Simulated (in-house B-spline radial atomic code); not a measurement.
Configurations of the silicon ion Si³⁺, with energies counted from [Ne] 3s1. Method: non-relativistic AM05, spin-polarised, spherical fractional occupations, point nucleus. Calculated with a radial B-spline atomic code at the basis-set limit. Shells without spins written out take the highest spin.

Occupations are held fixed; configurations that lie above the ionisation limit could autoionise.

| configuration | E - E(ref) (eV) | highest orbital | its <r> (bohr) |
| --- | --- | --- | --- |
| [Ne] 3p1 | 8.6198 | 3p up | 2.036 |
| [Ne] 4s(0 up, 1 down) | 23.471 | 4s down | 3.823 |
| [He] 2s2 2p5 3s1 3d1 | 119.77 | 3d up | 2.094 |
| [He] 2s2 2p5 3s1 4p1 | 129.18 | 4p up | 3.953 |
| [He] 2s2 2p5 3s1 4d1 | 133.26 | 4d up | 4.498 |
| [He] 2s1 2p6 3s2 | 142 | 3s down | 1.745 |

Question: Order these further configurations by energy, lowest first.
A. [Ne] 4d(0 up, 1 down)
B. [He] 2s2 2p(2 up, 3 down) 3s(0 up, 1 down) 4p(1 up, 0 down)
C. [He] 2s(0 up, 1 down) 2p6 3s(1 up, 0 down) 4f(1 up, 0 down)
D. [He] 2s2 2p5 3s2
E. [He] 2s1 2p6 3s1 3p1

Answer: A (30.427 eV), D (100.23 eV), B (129.49 eV), E (148.96 eV), C (177.03 eV).

Question: How far above the reference does [He] 2s1 2p6 3s1 4p1 lie?

Answer: 170.93 eV; its least bound orbital is 4p up with <r> = 3.962 bohr.
